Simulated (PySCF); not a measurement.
The vertical singlet excitations below were computed for one of the candidates. Theory: TDDFT wB97X-D/def2-SVPD, vertical, gas phase, core orbitals frozen in the response (PySCF). Geometries: GFN2-xTB, one conformer each.

```json
{"state": "S1", "E (eV)": "6.33", "f": "0.014"}
{"state": "S2", "E (eV)": "6.84", "f": "0.0011"}
{"state": "S3", "E (eV)": "7.60", "f": "0.0037"}
{"state": "S4", "E (eV)": "7.75", "f": "0.050"}
{"state": "S5", "E (eV)": "8.13", "f": "0.017"}
{"state": "S6", "E (eV)": "8.25", "f": "0.053"}
{"state": "S7", "E (eV)": "8.42", "f": "0.105"}
{"state": "S8", "E (eV)": "8.67", "f": "0.0008"}
```

**Question.** Which structure fits?
A. `C=N/C=C(\F)C#N`
B. `[H]/N=C\C[C@H]1CCC1=C`
C. `CNNCC(F)(F)F`
D. `FC1=NC=CN=C1`

**Answer.** C. Its S1, at 6.33 eV, is the highest among the candidates; the nearest of the others has S1 at 5.24 eV. S1 is HOMO→LUMO (87%). Löwdin shares by element: HOMO nitrogen 68%, carbon 9% or more, hydrogen 5% or more (atoms not listed hold the other 18%); LUMO hydrogen 32% or more, carbon 28% or more (atoms not listed hold the other 40%). At the same level the other candidates give, for their lowest levels:
- `[H]/N=C\C[C@H]1CCC1=C`: 5.24 eV (f 0.003); 6.84 eV (f 0.331); 7.24 eV (f 0.002); 7.26 eV (f 0.022); 7.49 eV (f 0.041); T1 4.38 eV; HOMO -9.01, LUMO 1.55 eV
- `C=N/C=C(\F)C#N`: 4.15 eV (f 0.108); 5.54 eV (f 0.108); 5.93 eV (f 0.297); 6.29 eV (f 0.068); 7.08 eV (f 0.000); T1 2.98 eV; HOMO -9.07, LUMO -0.40 eV
- `Fc1cnccn1`: 4.45 eV (f 0.005); 5.35 eV (f 0.000); 5.40 eV (f 0.117); 5.95 eV (f 0.000); 6.65 eV (f 0.102); T1 3.78 eV; HOMO -9.85, LUMO -0.08 eV

Shape of the structure used: `[CH3:1][NH:2][NH:3][CH2:4][C:5]([F:6])([F:7])[F:8]`: C1–N2–N3–C4 -149°, N2–N3–C4–C5 72°, N3–C4–C5–F6 50°.
Triplets come from the Tamm–Dancoff approximation.
